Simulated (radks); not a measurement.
All-electron atom: Te IV in [Kr] 4d9.5 5s2 5p1.5 (fractional occupations, a model configuration). All-electron calculation, Dirac Kohn-Sham, PBE, spin-unpolarised, spherical densities, point nucleus; open shells fill j = l - 1/2 first. Program: a radial shooting solver on a logarithmic mesh with Libxc functionals.

X-ray form factor f0, the Fourier transform of the density (f0(0) = 49):

sin(theta)/lambda (1/angstrom),f0 (electrons)
0.05,48.388
0.1,46.697
0.15,44.284
0.2,41.539
0.25,38.760
0.3,36.108
0.4,31.382
0.5,27.447
0.6,24.263
0.8,19.825
1,16.990
1.25,14.220
1.5,11.727
2,7.941
